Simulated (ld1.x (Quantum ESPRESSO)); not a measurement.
## lead, TM: configuration errors across variants

```json
{
  "Element": "Pb (Z = 82)",
  "Generator": "ld1.x (Quantum ESPRESSO) 7.5",
  "Type": "norm-conserving Troullier–Martins (Kleinman–Bylander form)",
  "Functional": "Wu–Cohen",
  "Relativity": "fully relativistic",
  "Frozen core": "[Xe] 4f14 5d10",
  "Valence charge": "4",
  "Reference configuration": "6s2 6p2",
  "Partial waves": "6s (bound): rc 1.80 bohr; 6p (bound): rc 1.90 bohr",
  "Local potential": "all-electron potential smoothed inside 1.35 bohr (lloc = -1)",
  "Core correction": "a·sin(br)/r model core, default radius (core density twice the valence density)"
}
```

Open shells are filled in proportion to 2j + 1 (rel_dist='average').

All-electron excitation energies from the reference (eV): (1) 6s2 6p1 6.715; (2) 6s2 6p0 20.324; (3) 6s1 6p0 52.827; (4) 6s1 6p2 16.137; (5) 6s0 6p4 17.557; (6) 6s2 6p2.3 -0.832; (7) 6s1 6p3 8.608.

The default core radius of the base comes out at 1.90 bohr.

A true bound ghost makes a file unfit for plane-wave use even where its test errors are small: the radial tests pick states by their node count and pass the ghost by.

Errors AE − PS in meV (a dash: test not solved or not reliable):

```tsv
change	(1)	(2)	(3)	(4)	(5)	(6)	(7)	bound ghosts
base	-18	-133	-668	-84	-117	-0.6	-30	s, p1/2, p3/2, d
core correction a·sin(br)/r model core inside 0.68 bohr	-18	-132	-667	-85	-126	-0.6	-32	s, p1/2, p3/2, d
core correction a·sin(br)/r model core inside 0.90 bohr	-18	-132	-667	-85	-126	-0.6	-32	s, p1/2, p3/2, d
core correction a·sin(br)/r model core inside 1.28 bohr	-18	-132	-667	-85	-126	-0.6	-32	s, p1/2, p3/2, d
core correction a·sin(br)/r model core inside 1.76 bohr	-18	-132	-666	-85	-123	-0.6	-31	s, p1/2, p3/2, d
core correction a·sin(br)/r model core inside 2.12 bohr	-19	-137	-671	-79	-97	-0.6	-25	s, p1/2, p3/2, d
```

Give the same row for: core correction a·sin(br)/r model core inside 1.46 bohr.

-18, -132, -666, -85, -126, -0.6, -32; bound ghosts: s, p1/2, p3/2, d.
